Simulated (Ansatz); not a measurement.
`[AlH2][NH][SiH2][SiH3]` + `CCNCF` → `FCNC[SiH3]` + `C[SiH2][NH][AlH2]`  (formal exchange of groups at the Si–Si bond)

Isolated molecules relaxed with PBE0-D4/def2-TZVP in Ansatz; ΔE leaves out vibrations. CCSD(T)/CBS adds triple-zeta CCSD(T) − MP2 to the extrapolated MP2 energy (def2 sets, frozen cores). Functionals use def2-TZVPP. B3LYP here is the variant with VWN-RPA as its local correlation; programs differ in this. One conformer a species, not always the lowest.

```json
{"level": "B3LYP-D4", "ΔE (kJ/mol)": "-28.2"}
{"level": "ωB97X-V", "ΔE (kJ/mol)": "-28.3"}
{"level": "B2PLYP", "ΔE (kJ/mol)": "-32.0"}
{"level": "PBE", "ΔE (kJ/mol)": "-20.1"}
{"level": "B3LYP", "ΔE (kJ/mol)": "-29.2"}
{"level": "SCS-MP2/def2-QZVPP", "ΔE (kJ/mol)": "-35.8"}
{"level": "MP2/CBS(def2)", "ΔE (kJ/mol)": "-38.0"}
{"level": "CCSD/CBS(def2)", "ΔE (kJ/mol)": "-31.0"}
```

(1) What does CCSD(T)/CBS give? (Best estimate.)

Largest T1 diagnostic among the species: 0.013.

Results:

(1) Computed: -30.4 kJ/mol. The listed levels differ from it by 2.2, 2.1, -1.6, 10.3, 1.2, -5.4, -7.6, -0.6 kJ/mol.
